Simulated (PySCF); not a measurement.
**Electron correlation in Bi(2+) (bismuth, charge +2)**

Starting occupation: [Xe] 4f14 5d10 6s2 6p1, 6p1/2 with m_j = +1/2. Computed with PySCF 2.14 in x2c-TZVPPall-2c with one added diffuse shell each of s, p, d, f type (12s12p10d4f, 126 functions), with X2C-1e with screened-nucleus spin-orbit coupling, Gaussian nucleus. Frozen: [Xe] 4f14; 13 electrons correlated; the 42 highest virtual spinors left out.

MP2 pair energies summed by pair of shells (mhartree):

```json
{"pair": "5d3/2-5d5/2", "energy": "-104.06", "share (%)": "30.1"}
{"pair": "5d5/2-5d5/2", "energy": "-76.03", "share (%)": "22.0"}
{"pair": "5d5/2-6s1/2", "energy": "-52.90", "share (%)": "15.3"}
{"pair": "5d3/2-6s1/2", "energy": "-33.50", "share (%)": "9.7"}
{"pair": "5d3/2-5d3/2", "energy": "-30.96", "share (%)": "8.9"}
{"pair": "6s1/2-6s1/2", "energy": "-14.48", "share (%)": "4.2"}
{"pair": "5d5/2-6p1/2", "energy": "-13.89", "share (%)": "4.0"}
{"pair": "6p1/2-6s1/2", "energy": "-11.35", "share (%)": "3.3"}
{"pair": "5d3/2-6p1/2", "energy": "-9.10", "share (%)": "2.6"}
```

Total MP2 correlation energy: -346.25 mhartree.

The virtual space was cut to 110 spinors, which keep -346.21 of the -346.25 mhartree of MP2 correlation.

| level | correlation energy (mhartree) |
| --- | --- |
| CCSD | -327.58 |
| (T) | -5.07 |
| CCSD(T) | -332.65 |

Diagnostics: T1 = 0.0076, largest double amplitude 0.052.

Cost of the coupled-cluster step: 390 s of wall time on 4 threads of Neoverse-V2 (shared host), for 13 occupied and 110 virtual spinors.

This basis was not built for core-valence correlation, so the inner-shell part is incomplete.
